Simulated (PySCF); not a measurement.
C3H6BF.
SMILES: `B/C(C)=C\F`

Computed with MP2 and CCSD/aug-cc-pVDZ in PySCF, restricted Hartree–Fock reference, frozen core, non-relativistic, gas phase, PBE0-D3(BJ)/def2-SVP geometry.

E(HF) = -241.20453 Eh.

Task: How large is the problem?

Result: 169 basis functions and 38 electrons; 5 orbitals frozen, which leaves o = 14 correlated occupied and v = 150 virtual orbitals. That is o·v = 2100 singles and o·v(o·v + 1)/2 = 2206050 distinct closed-shell doubles amplitudes before symmetry; the costliest CCSD step grows as o²v⁴ = 9.9 × 10^10.

Task: What are the MP2 and CCSD correlation energies?

Result: MP2 -0.7081 Eh and CCSD -0.7562 Eh, which gives totals of -241.91259 and -241.96069 Eh. That is 0.735 eV for each correlated electron at CCSD (1985 kJ/mol in all, 0.313 % of the total energy); MP2 gives 93.6 % of the CCSD value.

Task: What is the T1 diagnostic?

Result: 0.0126, below the customary warning level of 0.02. It is the norm of the spatial-orbital singles amplitudes over the root of the number of correlated electrons, so the norm is 0.067.

Task: How does correlation change the dipole moment?

Result: HF gives 1.94 D and CCSD (unrelaxed density) 1.84 D, a change of -0.10 D.

Connected triples and the basis-set limit are missing.
